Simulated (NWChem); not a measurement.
System meant: C2H6F2Si; SMILES C(F)(F)C[SiH3]

Input file for NWChem:

```
start job
memory heap 200 mb stack 900 mb global 1100 mb
geometry units angstroms noautosym nocenter noautoz
  F      0.368929     1.331363    -1.091740
  C     -0.411693     1.146924     0.000000
  F      0.368929     1.331363     1.091740
  C     -0.991962    -0.242838     0.000000
  Si     0.280876    -1.655107     0.000000
  H     -1.178863     1.942496     0.000000
  H     -1.639233    -0.355238     0.884733
  H     -1.639233    -0.355238    -0.884733
  H      1.139214    -1.603908    -1.218472
  H     -0.482446    -2.940305     0.000000
  H      1.139214    -1.603908     1.218472
end
basis spherical
  * library 6-31g*
end
dft
  xc m06-2x
  iterations 150
end
property
  shielding 8 1 2 4 5 6 7 9 10
end
task dft property
```

End of the output:

```
 Vector   28  Occ=0.000000D+00  E= 1.050834D-01
              MO Center= -1.0D-01, -1.8D+00,  2.1D-10, r^2= 4.4D+00
   Bfn.  Coefficient  Atom+Function         Bfn.  Coefficient  Atom+Function
  ----- ------------  ---------------      ----- ------------  ---------------
    69      1.534394   5 Si pz               82      1.005918   9 H  s
    86     -1.005918  11 H  s                65      0.265106   5 Si pz
    23     -0.209054   2 C  pz               51     -0.199710   4 C  pz
    73      0.134351   5 Si d  1             81      0.106435   9 H  s
    85     -0.106435  11 H  s                61     -0.088890   5 Si pz

 center of mass
 --------------
 x =   0.04625166 y =   0.20029110 z =   0.00000000

 moments of inertia (a.u.)
 ------------------
         811.410380040287           2.695364043934           0.000000000000
           2.695364043934         288.145480335608           0.000000000000
           0.000000000000           0.000000000000         743.459463317268

     Multipole analysis of the density
     ---------------------------------

     L   x y z        total         alpha         beta         nuclear
     -   - - -        -----         -----         ----         -------
     0   0 0 0     -0.000000    -25.000000    -25.000000     50.000000

     1   1 0 0     -0.814245      0.075032      0.075032     -0.964310
     1   0 1 0     -0.139387     -1.299386     -1.299386      2.459386
     1   0 0 1     -0.000000     -0.000000     -0.000000      0.000000

     2   2 0 0    -26.616395    -49.139490    -49.139490     71.662586
     2   1 1 0     -1.533197      3.547291      3.547291     -8.627779
     2   1 0 1      0.000000      0.000000      0.000000      0.000000
     2   0 2 0    -28.340142   -186.151361   -186.151361    343.962580
     2   0 1 1     -0.000000     -0.000000     -0.000000      0.000000
     2   0 0 2    -28.969205    -60.888771    -60.888771     92.808337

          -----------------------------------------
          Chemical Shielding Tensors (GIAO, in ppm)
          -----------------------------------------

 ------------------------------------------------------------------------
  xm06: d2 not coded                    0
 ------------------------------------------------------------------------
 ------------------------------------------------------------------------
  current input line :
    26: task dft property
 ------------------------------------------------------------------------
 ------------------------------------------------------------------------
 This error has not yet been assigned to a category
 ------------------------------------------------------------------------
 For more information see the NWChem manual at https://nwchemgit.github.io

0: xm06: d2 not coded:Received an Error in Communication
```

Problem. Can this run be used? If not, why, and what is the fix?

Solution. The run crashed. Cause: this functional's second derivatives, which shieldings need, aren't coded here; the fix takes a hybrid GGA instead. This input runs:
```
start job
memory heap 200 mb stack 900 mb global 1100 mb
geometry units angstroms noautosym nocenter noautoz
  F      0.368929     1.331363    -1.091740
  C     -0.411693     1.146924     0.000000
  F      0.368929     1.331363     1.091740
  C     -0.991962    -0.242838     0.000000
  Si     0.280876    -1.655107     0.000000
  H     -1.178863     1.942496     0.000000
  H     -1.639233    -0.355238     0.884733
  H     -1.639233    -0.355238    -0.884733
  H      1.139214    -1.603908    -1.218472
  H     -0.482446    -2.940305     0.000000
  H      1.139214    -1.603908     1.218472
end
basis spherical
  * library 6-31g*
end
dft
  xc pbe0
  iterations 150
end
property
  shielding 8 1 2 4 5 6 7 9 10
end
task dft property
```
It converges to -568.56041 Ha (PBE0/6-31G* (spherical d), GIAO).
